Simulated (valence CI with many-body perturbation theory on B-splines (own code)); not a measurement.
**Which ion has this spectrum?**

A relativistic CI+MBPT calculation for an atom or ion with 7 electrons gives these levels (eV):

| J | Parity | E | g |
| --- | --- | --- | --- |
| 3/2 | odd | 0.000 | 2.00 |
| 5/2 | odd | 3.346 | 1.20 |
| 3/2 | odd | 3.349 | 0.80 |
| 1/2 | odd | 5.046 | 0.67 |
| 3/2 | odd | 5.046 | 1.33 |
| 5/2 | even | 14.864 | 1.60 |
| 3/2 | even | 14.884 | 1.73 |
| 1/2 | even | 14.893 | 2.67 |
| 5/2 | even | 20.608 | 1.20 |
| 3/2 | even | 20.609 | 0.80 |
| 1/2 | even | 22.949 | 2.67 |
| 3/2 | even | 22.965 | 1.73 |
| 5/2 | even | 22.984 | 1.60 |
| 1/2 | even | 23.406 | 0.67 |

The energies are calculated, with errors of about 110 cm⁻¹, more in some levels.

Task: Which is it?
A. Ne3+
B. O+
C. N
D. Na4+

Result: B. O+, ground level 2s²2p³ ⁴S°_3/2.
